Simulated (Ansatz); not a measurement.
Program: Ansatz. Geometries: PBE0-D4/def2-TZVP. ΔE: electronic, gas phase. CCSD(T)/CBS is the MP2 limit (def2-TZVPP, def2-QZVPP) plus CCSD(T) − MP2 in def2-TZVPP, frozen cores. DFT in def2-TZVPP. HSE06 is defined as in plane-wave codes. def2 core potentials past Kr. For Ge, Te outer-core shells are correlated without core-valence functions, which leaves a few kJ/mol of doubt a bond. Scalar relativity is left out up to krypton. Each species was taken in one conformer, which may not be the lowest.

`B[Te][SiH2]N` + GeH₄ → `N[SiH2][GeH3]` + `B[TeH]`  (formal exchange of groups at the Si–Te bond)

CCSD(T)/CBS gives +12.0 kcal/mol.

Question: Another level gave +11.0 kcal/mol. Which?
A. MP2/def2-TZVPP
B. BHLYP-D4/def2-TZVPP
C. BLYP/def2-TZVPP
D. HSE06/def2-TZVPP

Answer: D. HSE06 11.0, BHLYP-D4 12.2, MP2/def2-TZVPP 13.8, BLYP 9.9 kcal/mol.

Largest T1 diagnostic among the species: 0.015.

The D4 term adds +1.3 kcal/mol with B3LYP and +0.7 kcal/mol with PBE0; it sums over pairs of atoms, weighted by their polarisabilities, and B3LYP, whose exchange is more repulsive, gets the larger term. Leaving LDA and LC-ωPBE aside and taking each functional with its dispersion term where it has one, the values, not all of them listed here, spread over 1.6 kcal/mol, from B97M-V to PBE-QIDH. From BLYP to BHLYP (50 % exact exchange), in def2-TZVPP and without D4, ΔE moves by +1.0 kcal/mol.

B3LYP here is the variant with VWN-RPA as its local correlation; programs differ in this.
